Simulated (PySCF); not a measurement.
B(F)(Cl)(OMe) (CH₃BClFO), SMILES FB(Cl)OC. Heavy atoms are numbered as in [B:1]([F:2])([Cl:3])[O:4][CH3:5]. Hydrogens are named by the atom that carries them.

The structure is a stationary point at r2SCAN-D4/def2-SVP. One conformer was computed; it need not be the lowest.

Calculation: HF/pcSseg-1 (PySCF).

GIAO shieldings, no solvent; atoms alike by connectivity are averaged. δ = σ(ref) − σ: ¹¹B against BF3 (σ = 102.7 ppm); ¹⁹F against CFCl3 (σ = 238.5 ppm); ³⁵Cl against HCl (σ = 958.2 ppm); ¹⁷O against H2O (σ = 333.0 ppm); ¹³C against TMS (σ = 192.6 ppm); ¹H against TMS (σ = 31.99 ppm), references at their B3LYP-D3(BJ)/def2-TZVP geometries, non-relativistic (without spin–orbit terms, shifts of atoms bonded to Cl or Br come out too high).

Computed chemical shifts:
```csv
nucleus,atoms,count,δ (ppm)
¹¹B,B1,1,12.1
¹⁹F,F2,1,-61.3
³⁵Cl,Cl3,1,16.6
¹⁷O,O4,1,82.5
¹³C,C5 (CH3),1,53.3
¹H,H on C5,3,4.13
```
